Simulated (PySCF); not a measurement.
Molecule: `InChI=1S/C3H7B3O3/c1-3-6-8-4-7-5(2)9-6/h3-4H,1H2,2H3`.

Bonds (- single, = double, # triple, : aromatic): C1=C2, C2-B3, B3-O4, O4-B5, B5-O6, O6-B7, B7-C8, B7-O9, O9-B3. C1 carries H10, H11; C2 carries H12; B5 carries H13; C8 carries H14, H15, H16. H11 is cis to B3; H10 is trans to B3.

Frames of a GFN2-xTB Langevin trajectory at 300 K; GIAO PBE0/pcSseg-1 shieldings in PySCF 2.14, gas phase, non-relativistic; equivalent atoms averaged within each frame.

Scale: $^{13}$C (σ = 186.93 ppm), $^{1}$H (σ = 31.72 ppm) against TMS; BF3·OEt2 for $^{11}$B (σ = 100.07 ppm); $^{17}$O (σ = 336.08 ppm) against H2O (reference shieldings calculated alike). The references are static minima.

Question: How do the shifts (ppm) fluctuate along the trajectory?

Answer: 
| time (fs) | C1 | C2 | C8 | B7 | B5 | B3 | O4 | O6 | O9 | H12 |
| --- | --- | --- | --- | --- | --- | --- | --- | --- | --- | --- |
| optimised geometry | 151.5 | 139.3 | 0.6 | 32.0 | 25.5 | 25.0 | 200.9 | 218.8 | 211.0 | 6.38 |
| 250 | 146.3 | 141.2 | -1.9 | 29.2 | 28.1 | 26.7 | 226.9 | 223.1 | 192.5 | 6.73 |
| 425 | 151.2 | 140.6 | 10.8 | 33.6 | 27.3 | 24.1 | 201.7 | 226.7 | 211.2 | 6.27 |
| 625 | 148.3 | 132.5 | 3.0 | 28.4 | 25.7 | 24.7 | 216.0 | 214.4 | 211.6 | 6.60 |
| 800 | 158.3 | 144.8 | -0.2 | 30.9 | 21.4 | 25.0 | 194.0 | 206.0 | 217.0 | 6.28 |
| 1000 | 150.9 | 146.8 | -3.4 | 30.8 | 24.3 | 23.8 | 192.9 | 231.2 | 211.4 | 6.83 |
| mean of frames | 151.0 | 141.2 | 1.6 | 30.6 | 25.4 | 24.9 | 206.3 | 220.3 | 208.7 | 6.54 |
| standard deviation | 4.6 | 5.5 | 5.6 | 2.0 | 2.6 | 1.1 | 14.8 | 10.1 | 9.4 | 0.26 |

5 frames give an uncertainty of the mean of about the standard deviation over 2.2 at best, since frames this close in time may not be independent; classical motion lacks zero-point vibration, and the reference would need the same averaging.
